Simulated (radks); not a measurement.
The indium ion In4+, configuration [Kr] 4d8 5d1 (not the ground configuration). Method: scalar-relativistic Kohn-Sham, AM05, spin-unpolarised, spherical densities, point nucleus; computed with a radial shooting solver on a logarithmic mesh with Libxc functionals.

Local quantities along the radius. ELF = 1/(1 + alpha^2) is the electron localisation function; alpha = (tau - tau_W)/tau_unif compares the Pauli kinetic energy density with that of the uniform gas. tau is taken from the large components.

r (bohr)	ELF	alpha
0.00282	0.999	0.02583
0.003256	0.999	0.02720
0.003761	0.999	0.02897
0.004343	0.999	0.03125
0.005056	0.999	0.03440
0.005839	0.999	0.03830
0.006744	0.998	0.04343
0.007788	0.997	0.05028
0.008995	0.996	0.05958
0.01039	0.995	0.07247
0.012	0.992	0.09077
0.01397	0.986	0.1192
0.01613	0.975	0.1601
0.01863	0.953	0.2228
0.02151	0.907	0.3206
0.02484	0.817	0.4732
0.02869	0.670	0.7017
0.03314	0.497	1.006
0.03858	0.361	1.330
0.04455	0.315	1.474
0.05145	0.352	1.356
0.05942	0.463	1.077
0.06862	0.605	0.8086
0.07925	0.712	0.6358
0.09153	0.757	0.5667
0.1066	0.730	0.6089
0.1231	0.617	0.7886
0.1421	0.441	1.127
0.1641	0.321	1.454
0.1895	0.338	1.398
0.2189	0.485	1.031
0.2528	0.658	0.7207
0.2943	0.757	0.5666
0.3399	0.760	0.5618
0.3925	0.650	0.7342
0.4533	0.385	1.263
0.5236	0.195	2.029
0.6046	0.246	1.749
0.6983	0.521	0.9584
0.8129	0.734	0.6019
0.9388	0.773	0.5412
1.084	0.728	0.6109
1.252	0.607	0.8052
1.446	0.403	1.217
1.67	0.176	2.165
1.929	0.047	4.491
2.245	0.015	7.980
2.593	0.017	7.543
2.995	0.030	5.708
3.459	0.034	5.345
3.994	0.024	6.417
4.613	0.011	9.495
5.327	0.003	17.23
6.202	0.001	41.03
7.163	0.000	120.5
8.272	0.000	469.3

On this mesh the ELF has minima near r = 0.045, 0.16, 0.52 bohr, which separate the shells, and maxima near 0.092 (0.76), 0.34 (0.76), 0.94 (0.77).
